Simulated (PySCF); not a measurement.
C5H5AlO2S.
Numbering: `[O:1]=[c:2]1[cH:3][c:4]([S:5][AlH2:6])[cH:7][cH:8][o:9]1` (hydrogens: H10 on C3; H11, H12 on Al6; H13 on C7; H14 on C8)

Method: HF/def2-SV(P) geometry optimisation, gas phase (PySCF); density fitting; the optimiser is geomeTRIC in internal coordinates, started from a GFN2-xTB structure.

Step 6: E = -26693.2457 eV
```
atom  x, y, z in Å  |  force x, y, z in eV/Å
O1     -1.8643    2.5598    0.8085   -0.364  -0.205   0.178
C2     -1.5210    1.5049    0.4113    0.561   0.563  -0.342
C3     -0.2192    1.2766   -0.2380    0.001  -0.521   0.123
C4      0.1320    0.0490   -0.6373    0.006  -0.129  -0.286
S5      1.6756   -0.2892   -1.5081   -0.320   0.101   0.329
Al6     2.9843   -0.6494    0.2321   -0.033  -0.050  -0.127
C7     -0.8046   -1.0436   -0.4376   -0.071  -0.475  -0.187
C8     -1.9920   -0.7991    0.1125    0.361   0.515  -0.032
O9     -2.3392    0.4323    0.5059   -0.164  -0.050   0.177
H10     0.4479    2.1121   -0.3542   -0.154   0.313   0.027
H11     2.3474   -0.5873    1.6580   -0.036   0.019   0.170
H12     4.4704   -0.9996   -0.1026    0.192  -0.011  -0.029
H13    -0.5504   -2.0385   -0.7635   -0.008  -0.102   0.003
H14    -2.7680   -1.5285    0.2910    0.028   0.031  -0.005
```

Step 7: E = -26693.2875 eV
```
atom  x, y, z in Å  |  force x, y, z in eV/Å
O1     -1.8650    2.5555    0.8288    0.098   0.014  -0.049
C2     -1.5004    1.5172    0.4098   -0.007   0.032  -0.015
C3     -0.2101    1.2495   -0.2330    0.157   0.028  -0.015
C4      0.1205    0.0154   -0.6450   -0.096   0.036  -0.120
S5      1.6661   -0.3406   -1.4850   -0.155   0.071   0.185
Al6     3.0031   -0.6398    0.2473    0.056  -0.001  -0.040
C7     -0.8376   -1.0627   -0.4696    0.050  -0.237  -0.085
C8     -2.0078   -0.7835    0.0984    0.075   0.395   0.060
O9     -2.3265    0.4467    0.5103   -0.154  -0.315   0.052
H10     0.4483    2.0980   -0.3514   -0.055  -0.001   0.017
H11     2.4119   -0.5766    1.6997   -0.040   0.006   0.051
H12     4.5062   -0.9197   -0.1120    0.063  -0.015  -0.024
H13    -0.6125   -2.0634   -0.8027    0.007  -0.025   0.002
H14    -2.7974   -1.4964    0.2825    0.001   0.012  -0.019
```

Step 8: E = -26693.2903 eV
```
atom  x, y, z in Å  |  force x, y, z in eV/Å
O1     -1.7980    2.5601    0.8341   -0.177  -0.036   0.058
C2     -1.4762    1.5073    0.4178    0.082   0.061  -0.021
C3     -0.1957    1.2167   -0.2258    0.004  -0.144  -0.083
C4      0.1024   -0.0223   -0.6519    0.091   0.088  -0.018
S5      1.6498   -0.3888   -1.4640    0.072  -0.020  -0.008
Al6     3.0216   -0.6029    0.2577    0.024  -0.006   0.008
C7     -0.8746   -1.0871   -0.4957   -0.017   0.206   0.078
C8     -2.0292   -0.7688    0.0874   -0.160  -0.183   0.018
O9     -2.3278    0.4515    0.5254    0.125   0.124  -0.012
H10     0.4678    2.0626   -0.3398    0.004  -0.094   0.015
H11     2.4303   -0.5661    1.7166    0.005   0.012  -0.018
H12     4.5410   -0.8071   -0.1101   -0.037  -0.006  -0.013
H13    -0.6768   -2.0913   -0.8377   -0.010   0.031   0.006
H14    -2.8357   -1.4643    0.2640   -0.005  -0.032  -0.011
```

Problem. Estimate the geometry and energy of step 9. (The exact step hangs on the optimiser's Hessian estimate; all steps are aligned on step 8, rigid shifts and turns removed.)

Solution. E = -26693.2951 eV, largest force 0.097 eV/Å
```
atom  x, y, z in Å  |  force x, y, z in eV/Å
O1     -1.8776    2.5569    0.8180    0.033  -0.004  -0.028
C2     -1.5149    1.5153    0.4067   -0.032  -0.006   0.021
C3     -0.2205    1.2437   -0.2238   -0.017   0.092   0.026
C4      0.1091    0.0125   -0.6398    0.028  -0.059   0.005
S5      1.6667   -0.3331   -1.4462   -0.012  -0.011  -0.027
Al6     3.0429   -0.6353    0.2548    0.008  -0.009   0.039
C7     -0.8501   -1.0679   -0.4807   -0.011   0.037   0.009
C8     -2.0193   -0.7763    0.0870   -0.046  -0.048  -0.002
O9     -2.3439    0.4423    0.5118    0.042  -0.011  -0.016
H10     0.4342    2.0947   -0.3291    0.027   0.013  -0.002
H11     2.4846   -0.5211    1.7230    0.014  -0.002  -0.019
H12     4.5294   -0.9748   -0.1454   -0.033   0.019  -0.002
H13    -0.6287   -2.0693   -0.8153   -0.007   0.007  -0.003
H14    -2.8130   -1.4882    0.2570    0.006  -0.017  -0.001
```

The energy changes by -0.0048 eV. The first-order estimate −F·Δx gives -0.0128 eV and the mean of the old and new forces, exact on a quadratic surface, -0.0047 eV. The step makes an angle of 84° with the force vector and moves no atom by more than 0.172 Å.

What follows is the cost of the whole optimisation. The run took 80 s of wall time on one thread, Arm Neoverse V1 (aarch64) (shared host), and the process peaked at 0.55 GiB of memory.
